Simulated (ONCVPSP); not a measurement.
## What one change does to a pseudopotential (cobalt (Co), ONCV)

cobalt, optimised norm-conserving Vanderbilt (ONCV), made with ONCVPSP 4.0.1 (PBEsol, scalar-relativistic). Core [Ne], reference 3s2 3p6 3d7 4s1 (charge +1). Waves: 3s+4s: rc 1.20 bohr, ncon 4, nbas 8, qcut 8.5 1/bohr, 2 projectors; 3p: rc 1.05 bohr, ncon 3, nbas 6, qcut 12.3 1/bohr, 1 projector; 3d: rc 1.00 bohr, ncon 4, nbas 8, qcut 14.4 1/bohr, 2 projectors, debl 2.2 Ha. Local part: polynomial inside 0.85 bohr (lpopt 5, dvloc0 0 Ha). Core correction: none.

Change: p: qcut 7.6.

Cutoffs: the cutoffs (Ha) at which the residual kinetic energy of the hardest occupied pseudo-wave falls to 1 and 0.1 mHa per electron; they do not see the model core or the augmentation charge, which bear on the density cutoff. Errors are all-electron minus pseudo energies relative to the spin-unpolarised reference configuration.

**Question.** How do hardness, ghosts and transferability respond?

**Answer.** The potential gets neither clearly harder nor softer (86 Ha and 96 Ha → 86 Ha and 102 Ha); the d channel sets the loose cutoff, while the largest relative change is in p, which becomes harder; of the 4 tests that both files solve, the error grows in 1 and shrinks in 1 by more than 15 % and 0.3 meV (median size 0.8 → 1.5 meV); the range in which the p phases agree widens (upper end 3.8 → at the end of the scan); neither file shows a bound ghost.

```tsv
quantity	base	changed
cutoff, loose	86 Ha	86 Ha
cutoff, tight	96 Ha	102 Ha
loose cutoff by channel	s 29 Ha, p 37 Ha, d 86 Ha	s 29 Ha, p 51 Ha, d 86 Ha
bound ghosts	none	none
GHOST(+) flags under 300 eV	none	none
error for 3s2 3p6 3d7 4s2, meV [ΔE -9.05 eV]	+1.3	+1.3
error for 3s2 3p6 3d7 4s0, meV [ΔE 16.70 eV]	-0.1	-0.1
error for 3s2 3p6 3d6 4s0, meV [ΔE 52.53 eV]	-0.3	-1.7
error for 3s2 3p6 3d6 4s2 4p1, meV [ΔE 0.65 eV]	+37	+20
s: phases at 1.22 bohr within 0.05 rad from the reference energy up to (Ha; the scan ends near 5)	to the end of the scan	to the end of the scan
p: phases at 1.06 bohr within 0.05 rad from the reference energy up to (Ha; the scan ends near 5)	3.8	to the end of the scan
d: phases at 1.01 bohr within 0.05 rad from the reference energy up to (Ha; the scan ends near 5)	to the end of the scan	to the end of the scan
```
